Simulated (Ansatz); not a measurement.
CH$_{5}$GaSe (`[CH3][GaH][SeH]`), relaxed with RKS PBE0-D4/def2-TZVP in the Gaussian-basis code of Ansatz from a GFN2-xTB geometry. The force threshold is 0.005 eV/Å; the program also tests the step.

The species carries charge 0 and has multiplicity 1.

Start:

```xyz
8

C    -0.220   -0.065   -1.194
Ga   -0.591    0.038    0.800
Se    1.148    0.062    2.371
H    -0.859   -0.804   -1.681
H     0.826   -0.340   -1.367
H    -0.402    0.899   -1.676
H    -2.042    0.106    1.420
H     2.141    0.104    1.325
```

How much energy does the relaxation release, and in how many steps? (Estimate.)

Computed: 0.06 eV, in 6 steps.

Which bonds change most? (An estimate is asked.)

The calculation gave: C1–Ga2 from 2.030 to 1.960 Å; Se3–H8 from 1.443 to 1.469 Å; Ga2–H7 from 1.579 to 1.565 Å; Ga2–Se3 from 2.344 to 2.332 Å.

Give the relaxed structure. (Estimate.)

Ansatz gave: 
```xyz
8

C    -0.207   -0.064   -1.158
Ga   -0.616    0.041    0.756
Se    1.116    0.113    2.315
H    -0.838   -0.812   -1.643
H     0.840   -0.310   -1.335
H    -0.420    0.901   -1.628
H    -2.042    0.095    1.400
H     2.167    0.037    1.292
```
